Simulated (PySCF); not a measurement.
C3H7BFN, SMILES C/C=C/B(N)F. Atoms are numbered in the order given.

```xyz
13

C      0.0839    -2.8524     0.0000
C     -0.3131    -1.4045     0.0000
C      0.5253    -0.3579     0.0000
B      0.0806     1.1456     0.0000
N     -1.2538     1.5833     0.0000
F      1.0444     2.0948     0.0000
H     -0.3225    -3.3709     0.8851
H      1.1781    -2.9692     0.0000
H     -0.3225    -3.3709    -0.8851
H     -1.3984    -1.2213     0.0000
H      1.6036    -0.5713     0.0000
H     -2.0489     0.9603     0.0000
H     -1.4920     2.5671     0.0000
```
Charge 0, spin multiplicity 1.

Geometry optimised at ωB97X-D3(BJ)/def2-SVP. A frequency run showed that this geometry is not a minimum. The structure was generated by enumeration; whether it is a known compound was not checked. Other conformers were not sampled.

Level of theory: PBE0/pcSseg-1 (PySCF).

GIAO shieldings, no solvent; atoms listed in one row are averaged. δ = σ(ref) − σ: ¹³C against TMS (σ = 186.3 ppm); ¹¹B against BF3 (σ = 88.8 ppm); ¹⁵N against NH3 (σ = 267.4 ppm); ¹⁹F against CFCl3 (σ = 167.2 ppm); ¹H against TMS (σ = 31.56 ppm), references at their B3LYP-D3(BJ)/def2-TZVP geometries, non-relativistic.

**Question.** Estimate the chemical shifts. (An estimate is asked for; the answer gives what the named calculation found.)

**Answer.** 
```csv
nucleus,atoms,count,δ (ppm)
¹³C,C2,1,156.9
¹³C,C3,1,134.9
¹³C,C1,1,27.5
¹¹B,B4,1,16.2
¹⁵N,N5,1,72.9
¹⁹F,F6,1,-122.8
¹H,H10,1,6.63
¹H,H11,1,6.06
¹H,H12,1,3.33
¹H,H13,1,3.03
¹H,"H7, H8, H9",3,2.22
```
